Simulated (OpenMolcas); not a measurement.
# Zr⁺: effect of the IPEA shift

```json
{
 "Program": "OpenMolcas",
 "Basis": "ANO-RCC-VTZP [7s6p4d2f1g]",
 "Scalar Hamiltonian": "DKH2, point nucleus",
 "Active space": "3 electrons in 6 orbitals (4d 5s)",
 "State averaging": "2S+1 = 4 even, 20 roots; 2S+1 = 2 even, 70 roots",
 "Spin-orbit coupling": "state interaction with AMFI integrals over the reference wave functions, term energies averaged over their components"
}
```

Methods on the same reference wave functions:
A. CASSCF
B. MS-CASPT2, IPEA 0 Eh, imaginary shift 0.1 Eh (closed shells correlated: 4s 4p)
C. MS-CASPT2, IPEA 0.25 Eh, imaginary shift 0.1 Eh (closed shells correlated: 4s 4p)

Energies in cm-1 above 4d2 5s 4F 3/2, the measured ground level; measured values from NIST Handbook of Basic Atomic Spectroscopic Data.

| Level | A | B | C | Measured |
| --- | --- | --- | --- | --- |
| 4d2 5s 4F 3/2 | 0.0 | 0.0 | 0.0 | 0.0 |
| 4d2 5s 4F 5/2 | 303 | 309 | 305 | 315 |
| 4d2 5s 4F 7/2 | 725 | 750 | 737 | 763 |
| 4d2 5s 4F 9/2 | 1254 | 1287 | 1271 | 1323 |
| 4d3 4F 3/2 | 3387 | 3050 | 2810 | 2572 |
| 4d3 4F 5/2 | 3719 | 3280 | 3200 | 2895 |
| 4d3 4F 7/2 | 4147 | 3620 | 3660 | 3300 |
| 4d3 4F 9/2 | 4647 | 4110 | 4150 | 3758 |
| 4d2 5s 2D 3/2(1) [72 %] | 6406 | 2270 | 3670 |  |
| 4d2 5s 2D 5/2(1) | 6711 | 2730 | 3920 |  |
| 4d3 2P 1/2 | 7940 | 4490 | 5530 |  |
| 4d3 2P 3/2 | 8364 | 4870 | 5910 |  |
| 4d2 5s 4P 1/2 | 9322 | 7760 | 8060 |  |
| 4d2 5s 4P 3/2 | 9531 | 7960 | 8260 |  |
| 4d2 5s 2F 5/2 | 9567 | 4110 | 5150 | 5753 |
| 4d2 5s 4P 5/2 | 9855 | 8240 | 8560 |  |
| 4d2 5s 2F 7/2 [73 %] | 10184 | 4810 | 5820 | 6468 |
| 4d3 2G 7/2 [73 %] | 10330 | 7560 | 8240 |  |
| 4d3 2G 9/2 | 10603 | 7830 | 8520 |  |
| 4d3 4P 1/2 | 12783 | 9750 | 10250 |  |
| 4d3 4P 3/2 | 12987 | 9930 | 10440 |  |
| 4d3 4P 5/2 | 13221 | 10180 | 10680 |  |
| 4d3 2H 9/2 | 15838 | 12620 | 12940 |  |
| 4d3 2H 11/2 | 16210 | 13070 | 13350 |  |

Deviations, from unrounded energies. A percentage is the sum of absolute deviations over the sum of measured energies, with the sign that they share, or ± where signs differ.

```json
{"Against measurement": "mean absolute deviation (cm-1)", "Levels": "9", "A": "1200", "B": "540", "C": "290"}
{"Against measurement": "fine structure of the ground term (%)", "Levels": "3", "A": "-5.0", "B": "-2.3", "C": "-3.6"}
{"Against measurement": "other terms of the ground configuration (%)", "Levels": "2", "A": "+61.6", "B": "-27.0", "C": "-10.3"}
{"Against measurement": "other configurations (%)", "Levels": "4", "A": "+26.9", "B": "+12.3", "C": "+10.3"}
```

C lies closest to measurement on these levels and A furthest from it. The largest miss of C in the table is 4d2 5s 2F 7/2 [73 %], by -650 cm-1. The ranking rests on the paired levels alone, and a cruder setting can come out closer through cancelling errors.

Between B and C the level of the table that moves most is 4d2 5s 2D 3/2(1) [72 %], by 1400 cm-1 (lowest in B, highest in C). Moves below CASPT2's spread within the term are not significant.

The mean deviations of B to C differ by less than CASPT2's widest spread within a term (1400 cm-1), so their order carries little weight.

From A to B the spin-free energies of the other terms of 4d2 5s shown, above 4F, scale by factors of 0.32 to 0.82.

The lowest spin-free term lies below A's lowest term by 0.296 hartree in B, 0.287 hartree in C.

Term energies are means over components that CASPT2 splits; among the terms shown or strongly mixed into the levels shown the widest spread is 1400 cm-1 (4d2 5s 2F, B). Over all roots computed the reference weight is 0.85 to 0.93 in B, 0.87 to 0.93 in C; the roots of lowest weight are the least certain, and an intruder state may touch them. Configurations are named by rounded mean occupations; where the s occupation lies near a half they are strongly mixed, a name can repeat and a true partner stay unpaired. A single d shell beside an s shell can misplace configurations of different d count against each other. The CASPT2 spread within a term exceeds the gap to the next term for 4d3 4F and 4d2 5s 2F, 4d2 5s 2F and 4d3 2P, so the order of their levels is uncertain, and so are names and mixing where such terms share a J (figures for B; the like holds for C). Without dynamic correlation excited terms often stand tens of per cent too high (terms of higher spin than the ground term too low), and those without a measured partner can miss by more than the paired ones (holds for A). Some levels mix across a computed gap that differs much from the measured one, so their mixing is not that of the real levels (holds for B). Some terms miss by over 15 % even with CASPT2, which points to a basis or an active space too small for the shells correlated (holds for B). Computed and measured levels are paired by configuration, term and J; levels that our copy of the source lacks, or whose pairing is in doubt (as where it misses far off the trend of its configuration), stay unpaired and out of the deviations. Only configurations of the active space appear. The table leaves out levels that lie high or whose names do not pair safely across all columns.

A share in square brackets marks a mixed level and gives the weight of the term that names it, the lowest over the columns. A number in round brackets counts repeated terms of one configuration in the order of the reference energies.
